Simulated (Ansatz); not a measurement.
Energy needed to pull apart CH$_{2}$InS, doublet, into free ground-state atoms, from the structure below (displaced at random from its PBE0-D4/def2-TZVP minimum); no zero-point or spin–orbit terms; open-shell atoms are treated unrestricted, in their ground-state multiplicity.

C1  (0.357, -0.331, 0.253)
S2  (0.127, 1.291, 0.606)
In3  (-1.527, 0.845, -1.262)
H4  (1.145, -0.756, -0.364)
H5  (-0.124, -1.085, 0.852)
(Å)

Computed with Ansatz 0.2.0 (basis: def2-TZVPP); correlated methods freeze the cores; orbitals are unrestricted. Filled d shells of the heavier atoms are correlated. Core potentials replace the inner electrons of the atoms past krypton. The def2 sets are not built for correlating such inner shells, so the correlated values are less sure here.

| method | atomization energy (kcal/mol) |
| --- | --- |
| PBE-D4 | 373.2 |
| r2SCAN-D4 | 365.2 |
| PBE0-D4 | 363.9 |
| wB97M-V | ? |
| HF | ? |
| MP2 | 352.6 |
| CCSD | 338.7 |
| CCSD(T) | 347.0 |

What does wB97M-V give? (To be estimated.)

By the calculation: 359.9 kcal/mol, which is about 12.9 kcal/mol more than CCSD(T)/def2-TZVPP.

What does HF give? (An estimate is asked for; the value comes from the calculation.)

The calculation gives: 248.6 kcal/mol, which is about 98.4 kcal/mol less than CCSD(T)/def2-TZVPP.

In triple zeta the MP2 and coupled-cluster atomization energies are still short of their basis limit by a few kcal/mol a bond, whereas those of the functionals are nearly converged, so these differences are not deviations from converged CCSD(T).

No T1 diagnostic of these runs exceeds 0.025. ⟨S²⟩ of the unrestricted Hartree–Fock references: 0.78 (a pure state has 0.75).

For scale, one of the runs: CCSD(T)/def2-TZVPP forces, 151 basis functions (an equivalent command: `ansatz run in.yaml --threads 2`). Hardware: 2 CPU threads, shared host. Wall time 9 min; peak host memory 2.7 GiB.
